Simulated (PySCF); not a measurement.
CHFSe.
Structure used (PBE0-D3(BJ)/def2-SVP), in Å, numbered top down from 1:
```xyz
4
CHFSe angstrom
F     -0.7254    0.9688    0.7857
C     -0.0748   -0.0108    0.2008
Se     1.5262   -0.5255    0.6393
H     -0.6851   -0.4571   -0.5990
```

Method: PySCF 2.14.0, PBE0-D3(BJ)/def2-SVP geometry optimisation, gas phase.

Take the most abundant isotopes and a rigid rotor. 

Problem. What are A, B and C (MHz)?

Solution. Ia = 7.23, Ib = 126.95, Ic = 134.18 u·Å²; 505379 MHz·u·Å²/I gives A = 69893, B = 3981, C = 3766 MHz.

Problem. What kind of rotor is it?

Solution. A near-prolate asymmetric top: κ = (2 × 3981 − 69893 − 3766)/(69893 − 3766) = -0.99.

Problem. Is it planar, by Δ = Ic − Ia − Ib?

Solution. Planar: Δ = Ic − Ia − Ib = 0.00 u·Å². For a rigid frame Δ = −2 Σ m c², so it vanishes when all atoms lie in the ab plane; here none is more than 0.01 Å from it.

Problem. List the rotational levels J(Ka,Kc) to J = 5 (MHz).

Solution. Above 0(0,0):
J = 1: 1(0,1) 7747, 1(1,1) 73659, 1(1,0) 73874
J = 2: 2(0,2) 23241, 2(1,2) 88939, 2(1,1) 89583, 2(2,1) 287319, 2(2,0) 287319
J = 3: 3(0,3) 46481, 3(1,3) 111859, 3(1,2) 113147, 3(2,2) 310561, 3(2,1) 310564, 3(3,1) 640657, 3(3,0) 640657
J = 4: 4(0,4) 77466, 4(1,4) 142419, 4(1,3) 144564, 4(2,3) 341550, 4(2,2) 341558, 4(3,2) 671648, 4(3,1) 671648, 4(4,1) 1133782, 4(4,0) 1133782
J = 5: 5(0,5) 116192, 5(1,5) 180617, 5(1,4) 183835, 5(2,4) 380285, 5(2,3) 380304, 5(3,3) 710386, 5(3,2) 710386, 5(4,2) 1172519, 5(4,1) 1172519, 5(5,1) 1766691, 5(5,0) 1766691
Those of J = 1 are B + C, A + C and A + B.

Problem. Which lines would a microwave search look for?

Solution. The dipole components are |μa| = 0.62 D, |μb| = 1.23 D, |μc| = 0.00 D; the mirror of this Cs structure is the ab plane, so μc vanishes by symmetry and there are no c-type lines. Intensities carry the squares of the components, which stand as 0.26 : 1.00 (a : b). Some lines, for components of 0.1 D or more:

| type | branch | J(Ka,Kc) | MHz | lower level (cm⁻¹) |
| --- | --- | --- | --- | --- |
| a | Q | 2(1,1) ← 2(1,2) | 644 | 2.967 |
| a | Q | 4(1,3) ← 4(1,4) | 2145 | 4.751 |
| a | Q | 5(1,4) ← 5(1,5) | 3218 | 6.025 |
| a | R | 2(1,2) ← 1(1,1) | 15280 | 2.457 |
| a | R | 3(2,2) ← 2(2,1) | 23242 | 9.584 |
| a | R | 4(2,3) ← 3(2,2) | 30989 | 10.359 |
| a | R | 4(1,3) ← 3(1,2) | 31417 | 3.774 |
| a | R | 5(1,5) ← 4(1,4) | 38198 | 4.751 |
| a | R | 5(0,5) ← 4(0,4) | 38726 | 2.584 |
| a | R | 5(1,4) ← 4(1,3) | 39271 | 4.822 |
| b | Q | 2(1,1) ← 2(0,2) | 66342 | 0.775 |
| b | R | 3(1,3) ← 2(0,2) | 88618 | 0.775 |
| b | Q | 3(2,1) ← 3(1,2) | 197417 | 3.774 |
| b | Q | 2(2,0) ← 2(1,1) | 197736 | 2.988 |
| b | R | 2(2,1) ← 1(1,0) | 213445 | 2.464 |
| b | R | 2(2,0) ← 1(1,1) | 213660 | 2.457 |
| b | Q | 5(3,2) ← 5(2,3) | 330083 | 12.686 |
| b | Q | 4(3,1) ← 4(2,2) | 330090 | 11.393 |
| b | Q | 3(3,0) ← 3(2,1) | 330094 | 10.359 |
| b | R | 4(3,2) ← 3(2,1) | 361084 | 10.359 |
| b | R | 4(3,1) ← 3(2,2) | 361087 | 10.359 |
| b | Q | 5(4,1) ← 5(3,2) | 462133 | 23.696 |
| b | R | 4(4,1) ← 3(3,0) | 493124 | 21.370 |

Problem. Estimate the classical rotational partition function at 50 K and 298.15 K.

Solution. Point group Cs, symmetry number σ = 1; q = (√π/σ)·√((kT/h)³/(ABC)), k/h = 20836.6 MHz/K: 1840 at 50 K, 26800 at 298.15 K.

No PBE0-D3(BJ)/def2-SVP frequencies stand behind this structure, so it isn't proved a minimum. No vibrational averaging or centrifugal distortion is included, and the geometry carries the error of its method.

Time: 15 s of wall time; peak memory 0.29 GiB. Hardware: Intel Xeon Platinum 8259CL at 2.50 GHz, one thread (shared host). This is the geometry optimisation.
